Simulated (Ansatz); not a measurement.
AsH2(iPr) (C₃H₉As). Charge 0, multiplicity 3. Geometry r2SCAN-D4/def2-SVP, that of the neutral singlet; atoms count from 1.

```xyz
13

As   -0.919   -1.678    0.321
H    -0.921   -1.706    1.847
H    -2.372   -1.212    0.281
C    -0.137    0.164    0.177
C    -0.335    0.686   -1.243
C     1.336    0.119    0.571
H    -0.686    0.809    0.884
H    -1.400    0.743   -1.519
H     0.169    0.038   -1.981
H     0.092    1.699   -1.348
H     1.790    1.122    0.492
H     1.476   -0.228    1.608
H     1.906   -0.555   -0.090
```

At PBE0-D4/def2-TZVP a singlet of charge 0 lies 5.21 eV below the triplet at the same geometry.

(1) Estimate the Mulliken populations from the PBE0/def2-TZVP orbitals of Ansatz.

(2) Where does the spin sit?

(3) And the Mayer bond orders between heavy atoms (over 0.3)?

## Answers

(1) 
```
atom  charge (e)  spin (α − β)
 As1       -0.16          1.45
  H2        0.03          0.09
  H3        0.03          0.09
  C4        0.11          0.12
  C5       -0.35         -0.03
  C6       -0.35         -0.03
  H7        0.06          0.11
  H8        0.10          0.04
  H9        0.09          0.05
 H10        0.12          0.01
 H11        0.12          0.01
 H12        0.10          0.04
 H13        0.09          0.05
```
Mulliken values depend strongly on the basis.

(2) Summed by element: As 1.45, H 0.49, C 0.06, of 2 unpaired in all. Largest on single atoms: As1 1.45, C4 0.12, H7 0.11.

(3) C4–C5 1.00 (1.53 Å); C4–C6 1.00 (1.53 Å).
